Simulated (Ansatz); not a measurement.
Cost and result for the atomization energy of CH$_{2}$BrNSi, SMILES `BrC1=N[SiH2]1` (6 atoms, 6 bonds).

Charge 0, multiplicity 1. Correlated methods include outer-core shells of Br, which these sets cover unevenly. Scalar relativity is left out up to krypton. The structure was optimised at the PBE0-D4/def2-TZVP level. Program: Ansatz. All runs use 2 threads of an Arm Neoverse V1 on a shared host. Times are those of one run each, without the atoms' runs, and a repeat can differ threefold. Electronic energies, without spin–orbit coupling; frozen cores. CCSD(T)/CBS adds CCSD(T) − MP2 in def2-TZVPP to the MP2 limit, and its time is that of the two runs behind it. T1 = 0.013. With those shells the extrapolation isn't a true limit. B3LYP takes the VWN-RPA correlation (the form of Gaussian; ORCA's B3LYP/G). HSE06 is the plane-wave form, built on full-range PBE exchange.

CCSD(T)/CBS is a level of theory with its own doubt, some kJ/mol a heavy atom from the limit and from the frozen cores, so smaller differences don't rank the functionals.

| level | functions | wall time |
| --- | --- | --- |
| LDA (SPW92)/def2-TZVPP | 180 | 1.4 s |
| revPBE-D4/def2-TZVPP | 180 | 2.3 s |
| PBE-D4/def2-TZVPP (with forces) | 180 | 2.8 s |
| PBE0-D4/def2-TZVPP | 180 | 3.4 s |
| HSE06-D4/def2-TZVPP | 180 | 4 s |
| CCSD(T)/def2-SVP | 88 | 4.2 s |
| B3LYP-D4/def2-TZVPP (with forces) | 180 | 5 s |
| PBE-QIDH/def2-TZVPP | 180 | 6.5 s |
| ωB97X-V/def2-TZVPP | 180 | 9.5 s |
| ωB97M-V/def2-TZVPP (with forces) | 180 | 14 s |
| MP2/def2-QZVPP | 333 | 19 s |
| CCSD(T)/def2-TZVPP | 180 | 76 s |
| CCSD(T)/CBS(def2) | – | 95 s |

Question: What atomization energy does each give, and how far from CCSD(T)/CBS? (An estimate is asked.)

Answer: Ansatz gave: 
| level | atomization (kJ/mol) | difference from CCSD(T)/CBS | per bond |
| --- | --- | --- | --- |
| LDA (SPW92)/def2-TZVPP | 2353.2 | 374.6 | 62.4 |
| revPBE-D4/def2-TZVPP | 2010.1 | 31.5 | 5.2 |
| PBE-D4/def2-TZVPP (with forces) | 2073.4 | 94.8 | 15.8 |
| PBE0-D4/def2-TZVPP | 1995.0 | 16.4 | 2.7 |
| HSE06-D4/def2-TZVPP | 1997.8 | 19.2 | 3.2 |
| CCSD(T)/def2-SVP | 1801.8 | -176.8 | -29.5 |
| B3LYP-D4/def2-TZVPP (with forces) | 1980.7 | 2.1 | 0.3 |
| PBE-QIDH/def2-TZVPP | 1961.2 | -17.4 | -2.9 |
| ωB97X-V/def2-TZVPP | 1992.4 | 13.8 | 2.3 |
| ωB97M-V/def2-TZVPP (with forces) | 1985.8 | 7.2 | 1.2 |
| MP2/def2-QZVPP | 2016.2 | 37.6 | 6.3 |
| CCSD(T)/def2-TZVPP | 1900.5 | -78.1 | -13.0 |
| CCSD(T)/CBS(def2) | 1978.6 | 0.0 | 0.0 |

From r2SCAN to r2SCAN0 (25 % exact exchange), in def2-TZVPP and without D4, the atomization energy moves by −65.6 kJ/mol: exact exchange takes away binding that semilocal exchange gives to molecules. At CCSD(T), def2-SVP lies −176.8 kJ/mol from the extrapolated value and def2-TZVPP −78.2 kJ/mol: correlation converges slowly with the basis, and small sets miss more of it in the bonded molecule than in its fragments. In def2-TZVPP, CCSD(T) changes the Hartree–Fock value by +664.4 kJ/mol (the triples alone add +59.6 kJ/mol) and MP2 by +733.5 kJ/mol; breaking electron pairs costs correlation energy, which Hartree–Fock lacks.
